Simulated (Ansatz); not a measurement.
Mulliken charges of C₂H₅FGeO (`C=C[O][GeH2][F]`) from r2SCAN/def2-TZVPP in Ansatz (PBE0-D4/def2-TZVP geometry).

| atom | x (Å) | y (Å) | z (Å) | charge (e) |
| --- | --- | --- | --- | --- |
| C1 | -1.001 | -0.879 | 0.878 | -0.224 |
| C2 | 0.219 | -1.183 | 0.455 | 0.108 |
| O3 | 0.943 | -0.524 | -0.480 | -0.385 |
| Ge4 | 0.687 | 1.198 | -0.826 | 0.631 |
| F5 | -0.843 | 1.375 | -1.626 | -0.374 |
| H6 | -1.573 | -0.054 | 0.470 | 0.082 |
| H7 | -1.465 | -1.490 | 1.640 | 0.075 |
| H8 | 0.760 | -2.043 | 0.842 | 0.081 |
| H9 | 0.584 | 1.984 | 0.483 | 0.000 |
| H10 | 1.771 | 1.567 | -1.834 | 0.005 |

By hand: the dipole of these point charges (1 e Å = 4.8032 D).

Σ q r = (0.465, 0.239, 0.345) e Å, of length 0.626 e Å = 3.01 D.

How does the dipole of the full density compare? (Estimate.)

The calculation gave: (0.306, 0.145, 0.217) e Å, 1.93 D; the point charges give 1.56 times that, at 2° from its direction.

Point charges leave out the atoms' own dipoles, such as those of lone pairs, and Mulliken's split depends on the basis, so the two needn't agree.
